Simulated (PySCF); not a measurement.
**Cd²⁺ (cadmium, charge +2) across methods**

[Kr] 4d10, closed-shell 1S. Computed with PySCF 2.14 in ANO-RCC-VTZP (7s6p4d2f1g, 68 functions), with the spin-free X2C one-electron Hamiltonian (Gaussian nucleus).

```json
{"method": "LDA", "E (hartree)": "-5587.13", "mean ε 4s (eV)": "-124.78", "mean ε 4p (eV)": "-86.076", "mean ε 4d (eV)": "-30.770", "Σ⟨r²⟩ (bohr²)": "29.84", "⟨S²⟩": "0.000"}
{"method": "PBE", "E (hartree)": "-5592.43", "mean ε 4s (eV)": "-124.72", "mean ε 4p (eV)": "-85.920", "mean ε 4d (eV)": "-30.474", "Σ⟨r²⟩ (bohr²)": "29.71", "⟨S²⟩": "0.000"}
{"method": "M06", "E (hartree)": "-5592.97", "mean ε 4s (eV)": "-131.39", "mean ε 4p (eV)": "-90.933", "mean ε 4d (eV)": "-32.671", "Σ⟨r²⟩ (bohr²)": "29.42", "⟨S²⟩": "0.000"}
{"method": "PBE0", "E (hartree)": "-5592.52", "mean ε 4s (eV)": "-130.71", "mean ε 4p (eV)": "-90.588", "mean ε 4d (eV)": "-32.639", "Σ⟨r²⟩ (bohr²)": "29.50", "⟨S²⟩": "0.000"}
{"method": "TPSSh", "E (hartree)": "-5592.63", "mean ε 4s (eV)": "-127.73", "mean ε 4p (eV)": "-88.176", "mean ε 4d (eV)": "-31.274", "Σ⟨r²⟩ (bohr²)": "29.56", "⟨S²⟩": "0.000"}
{"method": "UHF", "E (hartree)": "-5590.30074", "mean ε 4s (eV)": "-147.44", "mean ε 4p (eV)": "-103.41", "mean ε 4d (eV)": "-38.078", "Σ⟨r²⟩ (bohr²)": "29.21", "⟨S²⟩": "0.000"}
{"method": "PBEsol", "E (hartree)": "-5589.73", "mean ε 4s (eV)": "-124.61", "mean ε 4p (eV)": "-85.852", "mean ε 4d (eV)": "-30.475", "Σ⟨r²⟩ (bohr²)": "29.72", "⟨S²⟩": "0.000"}
```

Question: Estimate the same row for r2SCAN.

Answer: E (hartree) = -5592.85; mean ε 4s (eV) = -127.51; mean ε 4p (eV) = -87.829; mean ε 4d (eV) = -30.769; Σ⟨r²⟩ (bohr²) = 29.46; ⟨S²⟩ = 0.000.
